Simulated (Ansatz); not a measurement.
C3H11AsSi (`CC(C)[AsH][SiH3]`). Charge 0, multiplicity 1. The structure was optimised at the PBE0-D4/def2-TZVP level. It is one conformer, not always the lowest.

```xyz
16

C     0.580    0.567   -1.132
C    -0.686    0.366   -0.323
C    -1.864   -0.012   -1.209
As   -0.554   -0.994    1.135
Si    1.455   -0.295    2.159
H     0.416    1.311   -1.919
H     0.888   -0.365   -1.615
H     1.415    0.914   -0.520
H    -0.928    1.291    0.212
H    -2.787   -0.127   -0.636
H    -2.032    0.757   -1.970
H    -1.675   -0.954   -1.732
H     0.144   -2.060    0.295
H     2.651   -0.302    1.274
H     1.254    1.091    2.664
H     1.723   -1.188    3.317
```

**Question.** What is the dipole moment at B3LYP/def2-TZVPP? (Best estimate.)

**Answer.** The calculation gave: 1.22 D, with components (-0.09, 0.64, -1.04) D in this frame, pointing from negative to positive charge.

**Question.** And with PBE, r2SCAN, ωB97M-V? (An estimate is asked.)

**Answer.** The calculation gave: PBE 1.28 D, r2SCAN 1.33 D, ωB97M-V 1.20 D.

**Question.** Give the Mulliken charges with B3LYP, ωB97M-V, r2SCAN in def2-TZVPP. (Best estimate.)

**Answer.** Ansatz gave: 
| atom | B3LYP | ωB97M-V | r2SCAN |
| --- | --- | --- | --- |
| C1 | -0.23 | -0.28 | -0.14 |
| C2 | -0.08 | -0.19 | 0.00 |
| C3 | -0.26 | -0.31 | -0.15 |
| As4 | 0.05 | -0.02 | 0.02 |
| Si5 | 0.15 | 0.06 | 0.15 |
| H6 | 0.08 | 0.10 | 0.04 |
| H7 | 0.08 | 0.11 | 0.05 |
| H8 | 0.08 | 0.10 | 0.05 |
| H9 | 0.08 | 0.12 | 0.04 |
| H10 | 0.09 | 0.12 | 0.06 |
| H11 | 0.08 | 0.10 | 0.04 |
| H12 | 0.09 | 0.12 | 0.05 |
| H13 | -0.03 | 0.01 | -0.03 |
| H14 | -0.06 | -0.02 | -0.07 |
| H15 | -0.06 | -0.02 | -0.06 |
| H16 | -0.06 | -0.01 | -0.06 |

B3LYP here is the variant with VWN-RPA as its local correlation; programs differ in this.
